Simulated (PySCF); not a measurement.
C2H4BNO2, SMILES C1=NCOB1O. Heavy atoms are numbered as in [OH:1][B:2]1[CH:3]=[N:4][CH2:5][O:6]1. Hydrogens are named by the atom that carries them.

Coordinates come from a B3LYP-D3(BJ)/def2-SVP optimisation. The structure was generated by enumeration, and PubChem lists no compound with its InChIKey, so it may never have been made. The values are those of a single conformer.

The numbers are results of PBE0/pcSseg-1 (PySCF), not measurements.

GIAO shieldings, no solvent; atoms alike by connectivity are averaged. δ = σ(ref) − σ: ¹⁷O against H2O (σ = 334.2 ppm); ¹¹B against BF3 (σ = 88.8 ppm); ¹³C against TMS (σ = 186.3 ppm); ¹⁵N against NH3 (σ = 267.4 ppm); ¹H against TMS (σ = 31.56 ppm), references at their B3LYP-D3(BJ)/def2-TZVP geometries, non-relativistic.

Computed chemical shifts:
```csv
nucleus,atoms,count,δ (ppm)
¹⁷O,O6,1,198.5
¹⁷O,O1 (OH),1,96.5
¹¹B,B2,1,15.5
¹³C,C3 (CH),1,181.4
¹³C,C5 (CH2),1,100.8
¹⁵N,N4,1,471.7
¹H,H on C3,1,8.72
¹H,H on C5,2,6.04
¹H,H on O1,1,4.68
```
